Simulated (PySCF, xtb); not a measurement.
3-fluoropenta-1,4-diene (C₅H₇F), SMILES C=CC(F)C=C.

xtb with GFN2-xTB at its own geometry gives an orbital gap of 5.20 eV and a dipole moment of 2.33 D.

The structure is a stationary point at B3LYP-D3(BJ)/def2-SVP. One conformer was computed; it need not be the lowest.

Task: What does PBE/def2-TZVP (PySCF) give? (Estimate from the structure and the level; the computed values follow.)

Result: gap 5.24 eV (levels -6.70 and -1.46 eV), dipole 1.73 D.
